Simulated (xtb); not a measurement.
Species: H2BO2, SMILES `O[B]O` (charge 0, multiplicity 2).

### Question
Give a relaxed geometry from GFN2-xTB in xtb.

### Answer
This is not unique; one that fits is the end point of this relaxation, one of several conformers (outside a Z-matrix the atoms follow the SMILES, hydrogens last).
Bonded distances (Å): O1–B2 1.360, O1–H4 0.954, B2–O3 1.360, O3–H5 0.954. Angles (°): B2–O1–H4 118.9, O1–B2–O3 114.8, B2–O3–H5 118.9.
